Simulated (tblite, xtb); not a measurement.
Cl, charge -1, singlet. Base run: GFN1-xTB run with xtb.

Geometry (Å):
```xyz
1

Cl     0.0000     0.0000     0.0000
```
Charge -1, spin multiplicity 1.
All else is at xtb's defaults.
Base energy -4.52795 Eh.

Programs used: tblite, xtb; a row that names a program was run with it.

Variants of this job, named by their change:

| change | ΔE vs base (mEh) | G_solv (kcal/mol) | SCF cycles |
|---|---|---|---|
| base | 0.000 | - | 47 |
| program = tblite; method = gfn1; option = --grad | 0.000 | - | - |
| file = coord | 0.000 | - | 47 |
| alpb = methanol | … | … | 47 |
| program = tblite; method = gfn1; option = (--etemp, 2000) | 0.000 | - | - |
| alpb = thf | … | … | 47 |
| acc = 0.0001 | 0.000 | - | 88 |
| acc = 1000 | 0.000 | - | 16 |

Complete the blanks.


- alpb = methanol, ΔE vs base (mEh): -103.8
- alpb = methanol, G_solv (kcal/mol): -65.12
- alpb = thf, ΔE vs base (mEh): -87.491
- alpb = thf, G_solv (kcal/mol): -54.90

ALPB and GBSA are two models with their own fitted parameters for each solvent, which aren't always the measured dielectric constant.
